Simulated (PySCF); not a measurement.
**A computed series [M(CH3)2]2+**

Computed with PySCF 2.14.0, PBE0, def2-SVP on the ligands, density fitting, scalar-relativistic core potentials, no spin-orbit coupling, vacuum. Each member is relaxed from one template within its symmetry. Distances are means of the shortest metal–ligand contacts, charges and spins Mulliken's; removal energies are rigid, with the ligand's formal charge and no counterpoise, so too large; for an anion taken off a cation in vacuum most of it is the attraction of opposite charges, and multiply charged cations can part far more cheaply with an electron moved from ligand to metal. lcecp potentials hold a fixed number of 4f electrons in the core, out of states, spins and gaps.

| metal | basis on the metal | point group | M–CH3 (Å) | charge on M (e) | removal of one CH3 (eV) | strongest infrared band, degenerate modes summed (cm⁻¹) | unstable modes (below −25 cm⁻¹) |
| --- | --- | --- | --- | --- | --- | --- | --- |
| Dy | lcecp-2-SVP with ECP54 | C2 | 2.106 | 1.47 | 25.13 | – | 1 (soft) |
| Hf | def2-SVP with ECP60 | C2 | 2.067 | 1.61 | 25.77 | 2930 | 0 |

Problem. Order these by the M–CH3 distance, lowest first.
A. Ce, lcecp-2-SVP with ECP46
B. Tb, lcecp-2-SVP with ECP53
C. Nd, lcecp-2-SVP with ECP48
D. Pb, def2-SVP with ECP60
E. Pr, lcecp-2-SVP with ECP47

Solution. B (2.114), C (2.171), E (2.183), A (2.191), D (2.227).

Problem. What else do they give?

Solution. 
```
metal      basis on the metal  point group  M–CH3 (Å)  charge on M (e)  removal of one CH3 (eV)  strongest infrared band, degenerate modes summed (cm⁻¹)    unstable modes (below −25 cm⁻¹)
   Ce  lcecp-2-SVP with ECP46           C2      2.191             1.77                    23.93                                                     2918                                  0
   Pr  lcecp-2-SVP with ECP47           C2      2.183             1.59                    24.15                                                     2913                                  0
   Nd  lcecp-2-SVP with ECP48           C2      2.171             1.63                    24.33                                                     2920                                  0
   Tb  lcecp-2-SVP with ECP53           C2      2.114             1.59                    25.02                                                     2922  0 (lowest -18 cm⁻¹, within noise)
   Pb     def2-SVP with ECP60          D3h      2.227             1.23                    27.46                                                        –                                  0
```

From Ce to Dy the M–CH3 distance shrinks by 0.09 Å, the lanthanide contraction, and the energy to remove one CH3 rises by 1.20 eV.

Members with unstable modes aren't minima as they stand: saddle points kept by symmetry or, where the modes are soft, flat surfaces and noise. Moved off a saddle point of the template and relaxed again: Ce, Pr, Nd, Tb, Dy, Hf. One start shape was tried for each, so a minimum needn't be the lowest isomer. Oxidation states forced by the potential, rare, strongly oxidising or of another configuration in reality: [Pr(CH3)2]2+, [Nd(CH3)2]2+, [Tb(CH3)2]2+, [Dy(CH3)2]2+.
